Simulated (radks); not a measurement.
All-electron atom: the gold ion Au12+ in [Kr] 4d10 4f14 5s2 5p5 (the NIST ground configuration).

Calculated with a radial shooting solver on a logarithmic mesh with Libxc functionals: Dirac Kohn-Sham, LB94 model potential, spin-unpolarised, spherical densities, finite nucleus; open shells fill j = l - 1/2 first; Fermi nuclear charge, rms radius 5.4371 fm.

Energy parts (hartree):
| part | energy |
|---|---|
| kinetic | 21877.5128 |
| electron-nucleus | -47357.3119 |
| Hartree | 6836.1085 |
(The LB94 potential has no energy functional, so no total or exchange-correlation energy is given.)

Orbitals (lengths in bohr, moments of r in powers of bohr; <r^-3> diverges for s and p1/2):
orbital  occ.  eigenvalue (hartree)  <1/r>       <r^4>      <r^2>  <r^-3>
1s1/2       2             -2980.861  95.77   4.228e-07  0.0003924       -
2s1/2       2             -533.4560  23.55  0.00006144   0.005918       -
2p1/2       2             -512.5029  23.55  0.00003641   0.004181       -
2p3/2       4             -444.5195  19.17  0.00005648   0.005367   20640
3s1/2       2             -132.7601  8.640    0.002230    0.03842       -
3p1/2       2             -123.2000  8.568    0.001940    0.03499       -
3p3/2       4             -108.2091  7.429    0.002677    0.04136    4794
3d3/2       4             -92.17119  7.334    0.001774    0.03170   839.7
3d5/2       6             -88.93954  7.074    0.001955    0.03344   695.9
4s1/2       2             -35.46261  3.649     0.05050     0.1870       -
4p1/2       2             -31.37905  3.548     0.05370     0.1904       -
4p3/2       4             -27.79744  3.148     0.07334     0.2230    1145
4d3/2       4             -21.06298  2.955     0.08655     0.2343   181.2
4d5/2       6             -20.39122  2.863     0.09496     0.2457   146.6
4f5/2       6             -11.73246  2.521      0.1506     0.2799   31.39
4f7/2       8             -11.58618  2.486      0.1580     0.2869   29.85
5s1/2       2             -12.21345  1.575       1.032     0.8601       -
5p1/2       2             -10.77518  1.479       1.290     0.9560       -
5p3/2       3             -10.00348  1.350       1.687      1.097   249.5

The highest occupied level is 5p3/2 at -272.21 eV. The electron density at the nucleus is 2.145e+06 e/bohr^3. Summed over all electrons, <r^2> = 15.64 bohr^2, which gives a Langevin (diamagnetic) susceptibility term of -12.4 x 10^-6 cm^3/mol. For comparison, the ionisation energy in NIST's Atomic Spectra Database is 275 eV (theoretical). In exact Kohn-Sham theory the highest level is minus the ionisation energy, but local and semilocal functionals leave it too shallow, through self-interaction and a potential that decays too fast; potentials with the right tail come closer. The density falls to 0.001 e/bohr^3 at r = 2.11 bohr.

Beside tabulated values, note that spin-unpolarised runs miss the spin-polarisation part of the exchange energy of open shells.
